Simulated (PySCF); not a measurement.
Compound: Nb(CH2)(SMe)3, C4H11NbS3 (singlet state).
Structure used (PBE0-D3(BJ)/def2-SVP), in Å, numbered top down from 1:
```xyz
19
C4H11NbS3 angstrom
Nb     0.2836   -0.4101    0.5376
C      0.0009    0.4945    2.1583
H      0.9643    1.0576    2.0182
H     -0.5258    0.7160    3.0917
S      2.5004   -1.1657    0.6059
C      2.5714   -1.8286   -1.0970
H      1.5717   -2.0568   -1.5000
H      3.1484   -2.7632   -1.0718
H      3.0700   -1.1037   -1.7546
S      0.0041    1.2032   -1.1541
C     -0.0467    2.8926   -0.4788
H     -0.7787    2.9553    0.3358
H     -0.3330    3.5764   -1.2900
H      0.9468    3.1778   -0.1072
S     -1.2325   -2.1753    0.1629
C     -2.8086   -1.2683   -0.0583
H     -3.1084   -0.7748    0.8754
H     -3.5714   -2.0106   -0.3293
H     -2.7193   -0.5227   -0.8602
```

Method used: PBE0-D3(BJ)/def2-SVP geometry optimisation, gas phase, def2 core potentials past Kr in PySCF 2.14.0.

Question: Which atoms are bound to Nb1, and at what distances?

Answer: 4 atoms: C2 1.878 Å, S5 2.343 Å, S10 2.354 Å, S15 2.357 Å. The nearest atom not counted as bound is H3, at 2.19 Å.

Question: List the angles at Nb1.

Answer: 
| angle | degrees | distance of the outer atoms (Å) |
| --- | --- | --- |
| C2–Nb1–S15 | 113.7 | 3.55 |
| S5–Nb1–S15 | 111.8 | 3.89 |
| S5–Nb1–S10 | 110.7 | 3.87 |
| S10–Nb1–S15 | 108.8 | 3.83 |
| C2–Nb1–S5 | 105.8 | 3.38 |
| C2–Nb1–S10 | 105.8 | 3.39 |

Question: What is the shape at Nb1?

Answer: Distorted tetrahedral: angles from 105.8° to 113.7°; τ4 = (360° − α − β)/141° = 0.95 with α and β the two widest (0 for a square, 1 for a tetrahedron). The Nb–S distances aren't all alike: 2.343 to 2.357 Å.

Question: What are the other bond lengths?

Answer: C2–H3 1.125 Å; C2–H4 1.094 Å; S5–C6, S10–C11 1.824 Å; C6–H7 and 8 like bonds 1.099 Å; S15–C16 1.832 Å.

Question: Give some angles away from the centre.

Answer: Nb1–S5–C6 97.3°, Nb1–S10–C11 111.9°, Nb1–S15–C16 101.6°.

Question: What are the rotational constants (commonest isotopes, rigid rotor)?

Answer: A = 847.0, B = 795.3, C = 555.9 MHz: an asymmetric top.

Point group: C1 (no symmetry element, even within 0.4 Å). Charge 0, singlet. No frequency check.
